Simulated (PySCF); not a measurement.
Potential energy curve for ScF, singlet.

UHF/def2-TZVP (PySCF); RHF/def2-TZVP (PySCF); UKS-wB97X-V = unrestricted wB97X-V/def2-TZVP (PySCF 2.14.0); RKS-wB97X-V = PySCF with restricted wB97X-V/def2-TZVP; UKS-M06-2X = unrestricted M06-2X/def2-TZVP (PySCF); RKS-M06-2X = restricted M06-2X/def2-TZVP (PySCF).

Scanned distances (Å): 1.33, 1.42, 1.52, 1.61, 1.68, 1.73, 1.78, 1.84, 1.89, 1.98, 2.09, 2.20, 2.42, 2.70, 2.95, 3.22, 3.59, 3.90, 4.40, 4.79, 5.36, 6.16, 7.20.

Where does the unrestricted solution first break spin symmetry (<S²> of 0.01 or more)?

UHF: by 1.68 Å; UKS-wB97X-V: between 1.73 and 1.78 Å; UKS-M06-2X: between 1.73 and 1.78 Å.

| R / Å | <S²> UHF | E(RHF) − E(UHF) / kcal/mol | <S²> UKS-wB97X-V | E(RKS-wB97X-V) − E(UKS-wB97X-V) / kcal/mol | <S²> UKS-M06-2X | E(RKS-M06-2X) − E(UKS-M06-2X) / kcal/mol |
|---|---|---|---|---|---|---|
| 1.33 | 0.21 | — | 0.00 | 0.0 | 0.00 | 0.0 |
| 1.42 | 0.23 | — | 0.00 | 0.0 | 0.00 | 0.0 |
| 1.52 | 0.27 | — | 0.00 | 0.0 | 0.00 | 0.0 |
| 1.61 | 1.00 | — | 0.00 | 0.0 | 0.00 | 0.0 |
| 1.68 | 1.00 | 1.2 | 0.00 | 0.0 | 0.00 | 0.0 |
| 1.73 | 1.00 | 4.0 | 0.00 | 0.0 | 0.00 | 0.0 |
| 1.78 | 1.00 | 6.8 | 0.49 | 2.2 | 0.60 | 2.9 |
| 1.84 | 1.00 | 9.8 | 0.54 | 2.8 | 0.63 | 3.9 |
| 1.89 | 1.00 | 12.1 | 0.58 | 3.3 | 0.66 | 4.8 |
| 1.98 | 1.00 | 15.8 | 0.64 | 4.1 | 0.70 | 6.3 |
| 2.09 | 1.00 | 19.8 | 1.00 | 5.9 | 0.74 | 8.1 |
| 2.20 | 1.00 | 23.0 | 1.00 | 7.8 | 0.78 | 9.7 |
| 2.42 | 1.00 | 27.8 | 1.00 | 10.3 | 1.00 | 13.7 |
| 2.70 | 1.00 | 31.6 | 1.00 | 12.0 | 1.00 | 17.3 |
| 2.95 | 1.00 | 33.6 | 1.00 | 12.8 | 1.01 | 19.7 |
| 3.22 | 1.00 | 34.9 | 1.01 | 13.1 | 1.01 | 22.0 |
| 3.59 | 1.21 | 36.1 | 1.02 | 13.4 | 1.03 | 25.1 |
| 3.90 | 1.05 | 47.5 | 1.05 | 14.6 | 1.04 | 27.7 |
| 4.40 | 1.02 | 62.3 | 1.04 | 19.0 | 1.05 | 32.2 |
| 4.79 | 1.02 | 71.0 | 1.03 | 23.0 | 1.05 | 35.4 |
| 5.36 | 1.02 | 80.8 | 1.01 | 28.8 | 1.02 | 39.5 |
| 6.16 | 1.02 | 90.8 | 1.01 | 36.1 | 1.01 | 44.1 |
| 7.20 | 1.02 | 99.8 | 1.01 | 43.4 | 1.01 | 48.5 |

A dash means that the run gave no value there, or that the column was ended at a point which the program doubted or which failed a test of continuity chosen for this set; such a test can also cut sound points.
